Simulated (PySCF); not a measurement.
## Computed properties of Zn(Br)(OH) (BrHOZn), SMILES [OH][Zn][Br]

BrHOZn, SMILES [OH][Zn][Br]. Coordinates come from a B3LYP-D3(BJ)/def2-TZVP optimisation. One conformer was computed; it need not be the lowest. All values are computed for the isolated molecule unless a solvent is named; none is compared with measurement here.

**Structure.** The optimised structure has Cs symmetry. All 6 harmonic modes at B3LYP-D3(BJ)/def2-TZVP (PySCF) are real, so it is a minimum. With heavy atoms numbered as in [Zn:1]([Br:2])[OH:3], the shortest bond between them is Zn1–O3 at 1.780 Å and the longest Zn1–Br2 at 2.237 Å.

**Vibrations.** The strongest infrared lines (harmonic, unscaled, degenerate partners summed) lie at 677 cm⁻¹ (112 km/mol, O 74 %, Zn 24 %), 3840 cm⁻¹ (67 km/mol, H 94 %), 775 cm⁻¹ (44 km/mol, H 91 %). The softest mode is at 121 cm⁻¹ and the zero-point energy is 8.3 kcal/mol.

**Electronic structure.** M06-2X/def2-TZVPD (PySCF) places the frontier levels at -9.75 and -0.99 eV, a gap of 8.76 eV, and gives a dipole moment of 1.52 D and a mean polarisability of 48.1 bohr³.

**Excitations.** TDA-B3LYP/def2-SVPD (PySCF) has S1 at 5.09 eV (244 nm, f = 0.000, dark); the most intense of the 10 singlets computed lies at 6.34 eV (f = 0.09). T1 (TDA) is at 4.75 eV, 0.34 eV under S1. No vertical singlet excitation falls in the visible range (under 3.1 eV).

**NMR.** GIAO shifts at KT2/pcSseg-2 (PySCF) (non-relativistic, atoms alike by connectivity averaged): ¹H at 1.7 ppm against TMS. Without spin–orbit terms, shifts of atoms bonded to Cl or Br come out too high.
